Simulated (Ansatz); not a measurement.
Ge(OH)Cl3 (GeCl₃OH), relaxed as a singlet with RKS PBE0-D4/def2-SVP in Ansatz, starting from the GFN2-xTB geometry. Force threshold 0.02 eV/Å.

Start:

```xyz
6

Ge   -0.222    0.233    0.197
O     0.228   -1.063   -0.881
H     1.156   -1.235   -1.035
Cl    0.514    2.058   -0.595
Cl    0.633   -0.141    2.102
Cl   -2.309    0.148    0.212
```

Question: Estimate the energy that the relaxation releases and the steps that it takes.

Answer: 0.05 eV, in 6 steps; 53 s on 4 threads of Intel Xeon on a shared host. No frequencies were taken in this run, so the end may be a saddle point.

Question: Does the start keep its bonding and symmetry?

Answer: By distances, no bond broke or formed. The bond that changes most is Ge1–Cl6, from 2.09 to 2.12 Å (atoms count from 1). Point group Cs at the start, Cs at the end, both within 0.05 Å.

Question: Predict the relaxed structure.

Answer: 
Cartesian coordinates in Å:
```
Ge -0.209 0.188 0.159
O 0.231 -1.115 -0.918
H 1.186 -1.213 -1.025
Cl 0.502 2.062 -0.570
Cl 0.615 -0.114 2.104
Cl -2.325 0.192 0.251
```
Bond lengths: 3 × Cl–Ge 2.12 to 2.13 Å; 1 × Ge–O 1.75 Å; 1 × H–O 0.97 Å.
